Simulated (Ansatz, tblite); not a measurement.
Cost and result up the ladder for the cluster Al4⁻ (the lowest doublet isomer of a short search) (4 atoms). Total charge -1; doublet. Geometry: PBE-D4/def2-TZVPD.

Cartesian coordinates in Å:
```
Al 0.4803 -0.1231 -1.5257
Al -0.4804 0.1231 1.5257
Al 1.2480 1.5458 0.2677
Al -1.2480 -1.5458 -0.2677
```

Ansatz on 4 threads of Arm Neoverse N1 on a shared host; xTB runs through tblite on one thread. Times are rough, summed over both states, and most runs start from the orbitals of an earlier one. PBE0-D4/def2-TZVPD serves as the yardstick here, not as an exact answer. The other state is a triplet.

The xTB rows come from tblite. The structure comes from a short search, and lower isomers may exist.

Raw xTB energies of ions are shifted by several eV, and xTB has no spin-polarisation term.

| level | functions | wall time |
| --- | --- | --- |
| GFN1-xTB | 36 | 0.011 s |
| GFN2-xTB | 36 | 0.027 s |
| PBE0-D4/def2-TZVPD | 172 | 50 s |
| r2SCAN-D4/def2-TZVPD | 172 | 2.1 min |

Q: Estimate what each level gives for the vertical IE (eV).

A: 
```csv
level,vertical IE (eV),difference from PBE0-D4/def2-TZVPD (eV)
GFN1-xTB,4.38,2.25
GFN2-xTB,3.72,1.59
PBE0-D4/def2-TZVPD,2.13,0.00
r2SCAN-D4/def2-TZVPD,2.22,0.09
```
